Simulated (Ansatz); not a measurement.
Consider the cleavage of the Si–Sn bond: `F[CH2][SnH2][SiH3]` + `CC(=N)[SiH3]` → `C/C([SiH3])=N\[SiH3]` + `F[CH2][SnH3]`.

Isolated molecules relaxed with PBE0-D4/def2-TZVP in Ansatz; ΔE leaves out vibrations. CBS: MP2 limit from def2 TZ/QZ plus the TZ coupled-cluster correction, frozen cores. Functionals use def2-TZVPP. def2 core potentials past Kr. For Sn outer-core shells are correlated without core-valence functions, which leaves a few kJ/mol of doubt a bond. One conformer a species, not always the lowest.

`F[CH2][SnH2][SiH3]`:

Cartesian coordinates in Å:
```
F -1.260 -1.998 0.215
C -1.110 -1.027 1.194
Sn -0.444 0.834 0.288
Si 1.458 0.334 -1.352
H -2.071 -0.895 1.697
H -0.376 -1.383 1.922
H 0.065 1.870 1.554
H -1.777 1.566 -0.494
H 2.017 1.600 -1.894
H 2.542 -0.405 -0.651
H 0.957 -0.494 -2.478
```

`CC(=N)[SiH3]`:

Z-matrix (Å, degrees):
```
C
C 1 1.498
H 1 1.095 2 110.6
H 1 1.091 2 110.1 3 -121.0
H 1 1.095 2 110.6 3 117.9
N 2 1.272 1 118.8 3 121.0
Si 2 1.901 1 118.3 3 -59.0
H 6 1.021 2 111.5 1 -180.0
H 7 1.488 2 110.5 1 59.6
H 7 1.486 2 107.9 1 179.8
H 7 1.488 2 110.5 1 -60.1
```

`C/C([SiH3])=N\[SiH3]`:

Z-matrix (Å, degrees):
```
C
C 1 1.500
H 1 1.095 2 109.9
H 1 1.095 2 109.9 3 -116.4
H 1 1.091 2 112.3 3 121.8
Si 2 1.911 1 120.1 3 57.8
N 2 1.266 1 126.4 3 -121.9
H 6 1.484 2 108.4 1 -117.2
H 6 1.490 2 111.8 1 2.9
H 6 1.484 2 108.5 1 123.4
Si 7 1.733 2 134.1 1 0.1
H 11 1.484 7 106.7 2 -121.4
H 11 1.495 7 117.2 2 -0.1
H 11 1.484 7 106.7 2 121.3
```

`F[CH2][SnH3]`:

Cartesian coordinates in Å:
```
F 1.779 -1.012 0.165
C 0.688 -0.434 0.796
Sn -0.661 0.412 -0.676
H 1.053 0.341 1.474
H 0.182 -1.205 1.383
H -1.210 -0.823 -1.715
H -1.989 1.110 0.143
H 0.158 1.610 -1.571
```

```tsv
level	ΔE (kJ/mol)
PBE0-D4	11.1
CCSD/CBS(def2)	7.9
```

Task: What does CCSD(T)/CBS give? (Estimate.)

Result: Ansatz gave: +8.5 kJ/mol. The listed levels differ from it by 2.6, -0.6 kJ/mol.

Largest T1 diagnostic among the species: 0.013.

In def2-TZVPP, CCSD(T) changes the Hartree–Fock value by +12.4 kJ/mol (the triples alone add +0.6 kJ/mol) and MP2 by +9.2 kJ/mol. The D4 term adds −3.2 kJ/mol with B3LYP and −1.7 kJ/mol with PBE0; it sums over pairs of atoms, weighted by their polarisabilities, and B3LYP, whose exchange is more repulsive, gets the larger term.

B3LYP here is the variant with VWN-RPA as its local correlation; programs differ in this.
